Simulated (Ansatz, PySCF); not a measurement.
This Ansatz (an electronic-structure program) input computes a PBE/def2-TZVPD energy:

Ansatz 0.2 input:
```yaml
crystal:
  periodic: [false, false, false]
  atoms:
    - {symbol: Si, position_ang: [1.46928937, -0.47631044, -0.20572601]}
    - {symbol: O, position_ang: [1.74412362, -0.07825542, -1.66767646]}
    - {symbol: Br, position_ang: [-0.98637257, 0.20841113, 0.46347359]}
basis:
  gaussian:
    orbitals: def2-TZVPD
hamiltonian:
  xc: {name: PBE}
total_charge: -1
output: {forces: true}
```

Problem. Write an input for the same energy in PySCF and say what it gives.

Solution. 
```python
from pyscf import gto, scf, dft

mol = gto.M(
    atom='''
    Si    1.46928937   -0.47631044   -0.20572601
    O     1.74412362   -0.07825542   -1.66767646
    Br   -0.98637257    0.20841113    0.46347359
    ''',
    basis='def2-tzvpd',
    charge=-1,
    spin=0,
    verbose=4,
)

mf = dft.RKS(mol, xc='pbe').density_fit(auxbasis='def2-universal-jkfit')
mf.grids.level = 3
mf.conv_tol = 1e-9
mf.max_cycle = 100
mf.max_memory = 1500
mf.kernel()
if not mf.converged:
    mf = mf.newton()
    mf.kernel(mf.make_rdm1())
mf.analyze()
```
It gives -2938.44298 Eh, and Ansatz -2938.44290 Eh, a difference of 0.08 mEh, from the treatment of integrals and grids.
